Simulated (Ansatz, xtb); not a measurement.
## Relative energy of two isomers of C4H4ClNS

Structure I is `Cc1csc(Cl)n1`, a singlet and structure II is `Cc1nc(Cl)cs1`, a singlet. Both are isolated molecules in the gas phase, relaxed with PBE0-D3(BJ)/def2-SVP.

Quicker runs give these differences E(II) − E(I): GFN2-xTB −0.085 eV; HF/STO-3G −0.066 eV (at GFN2-xTB geometries); r2SCAN-D4/def2-SVP −0.055 eV (at GFN2-xTB geometries).

Q: Estimate E(II) − E(I) at the level CCSD(T)/def2-SVP + ΔMP2/def2-TZVPP.

A: Calculated at CCSD(T)/def2-SVP + ΔMP2/def2-TZVPP: E(II) − E(I) = −0.053 eV, so structure II lies lower.

How the difference moves with the method:

```tsv
level	geometry	E(II) − E(I) (eV)	departure from the last row (eV)	job, with rough time for the two
GFN2-xTB	GFN2-xTB	−0.085	−0.032	optimisation, 0.16 s
HF/STO-3G	GFN2-xTB	−0.066	−0.013	single point, 0.62 s
r2SCAN-D4/def2-SVP	GFN2-xTB	−0.055	−0.002	single point, 7.5 s
PBE0-D3(BJ)/def2-SVP	PBE0-D3(BJ)/def2-SVP	−0.058	−0.005	optimisation, 48 s
HF/def2-SVP	PBE0-D3(BJ)/def2-SVP	−0.073	−0.019	part of the CCSD(T) run
MP2/def2-SVP	PBE0-D3(BJ)/def2-SVP	−0.053	0.000	part of the CCSD(T) run
CCSD(T)/def2-SVP	PBE0-D3(BJ)/def2-SVP	−0.052	+0.001	single point
CCSD(T)/def2-SVP + ΔMP2/def2-TZVPP	PBE0-D3(BJ)/def2-SVP	−0.053		single point, 96 s
```

As drawn, both hold the same kinds of bond in the same numbers.

None of the levels shown reverses the order. The largest departure from CCSD(T)/def2-SVP + ΔMP2/def2-TZVPP is that of GFN2-xTB, 0.032 eV. The last row adds to CCSD(T) the change of the MP2 difference between the two basis sets, here −0.001 eV.

With thermal terms from frequencies at re-optimised GFN2-xTB minima (ideal gas, soft modes damped towards free rotors, one conformer each, 298.15 K, 1 atm): on the last row, ΔE + ΔZPE = −0.057, ΔH = −0.056, ΔG = −0.060 eV.

The correlated steps freeze 15 core orbitals. Codes used: Ansatz 0.2.0, xtb 6.7.1; the last row on 2 threads of Arm Neoverse V1 on a shared host.
